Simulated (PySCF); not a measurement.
pyridine-3-carbonitrile (C₆H₄N₂), SMILES N#Cc1cccnc1. Atoms are numbered in the order given.

```xyz
12

N     -0.0077     3.2073     0.0000
C     -0.0196     2.0332     0.0000
C     -0.0230     0.6008     0.0000
C     -1.2318    -0.1307     0.0000
C     -1.1628    -1.5268     0.0000
C      0.1023    -2.1394     0.0000
N      1.2587    -1.4560     0.0000
C      1.1978    -0.1216     0.0000
H     -2.1963     0.3973     0.0000
H     -2.0780    -2.1368     0.0000
H      0.1850    -3.2409     0.0000
H      2.1550     0.4283     0.0000
```
Charge 0, spin multiplicity 1.

Geometry: PBE-D3(BJ)/def2-SVP.

Two levels are set side by side: PBE/pcSseg-1 (PySCF) and B3LYP/pcSseg-1 (PySCF). GIAO shifts against NH3 (¹⁵N), TMS (¹H), TMS (¹³C) at the same level; non-relativistic, no solvent, atoms listed together averaged. Differences are taken from unrounded values.

```json
[
 {"quantity": "δ(¹⁵N) of N1 (ppm)", "B3LYP": "340.6", "PBE": "337.6", "PBE minus B3LYP": "-3.0"},
 {"quantity": "δ(¹³C) of C2 (ppm)", "B3LYP": "126.1", "PBE": "125.7", "PBE minus B3LYP": "-0.4"},
 {"quantity": "δ(¹³C) of C3 (ppm)", "B3LYP": "120.2", "PBE": "117.3", "PBE minus B3LYP": "-2.9"},
 {"quantity": "δ(¹³C) of C4 (ppm)", "B3LYP": "151.3", "PBE": "146.7", "PBE minus B3LYP": "-4.5"},
 {"quantity": "δ(¹³C) of C5 (ppm)", "B3LYP": "132.9", "PBE": "130.4", "PBE minus B3LYP": "-2.4"},
 {"quantity": "δ(¹³C) of C6 (ppm)", "B3LYP": "163.6", "PBE": "159.2", "PBE minus B3LYP": "-4.3"},
 {"quantity": "δ(¹⁵N) of N7 (ppm)", "B3LYP": "378.5", "PBE": "369.1", "PBE minus B3LYP": "-9.4"},
 {"quantity": "δ(¹³C) of C8 (ppm)", "B3LYP": "166.4", "PBE": "162.4", "PBE minus B3LYP": "-4.1"},
 {"quantity": "δ(¹H) of H9 (ppm)", "B3LYP": "8.28", "PBE": "8.21", "PBE minus B3LYP": "-0.08"},
 {"quantity": "δ(¹H) of H10 (ppm)", "B3LYP": "7.70", "PBE": "7.70", "PBE minus B3LYP": "-0.01"},
 {"quantity": "δ(¹H) of H11 (ppm)", "B3LYP": "9.31", "PBE": "9.31", "PBE minus B3LYP": "0.00"},
 {"quantity": "δ(¹H) of H12 (ppm)", "B3LYP": "9.42", "PBE": "9.41", "PBE minus B3LYP": "0.00"}
]
```

Rough cost on one machine, each run with all the roots and properties that it gave: B3LYP against PBE within a factor of 2.
